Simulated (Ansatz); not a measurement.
Stepwise substitution at one centre (Sn H-F). Gas-phase values, no solvent. Strings in code marks are SMILES.

Quantity: vertical ionisation energy (energy after one electron is removed minus that of the parent at the parent's geometry), in eV.

Case: `[SnH4]`. Geometry of `[SnH4]` (neutral, multiplicity 1, Å):

```xyz
5

Sn     0.0000     0.0003    -0.0001
H      1.2732    -1.1235    -0.1362
H      0.6191     1.5809    -0.1462
H     -1.1391    -0.2811    -1.2353
H     -0.7533    -0.1766     1.5178
```

Q: What is the computed vertical ionisation energy (energy after one electron is removed minus that of the parent at the parent's geometry) (frozen-core CCSD(T)/def2-TZVPP // PBE0-D4/def2-TZVP (Ansatz, an electronic-structure program))?

A: 11.71 eV.
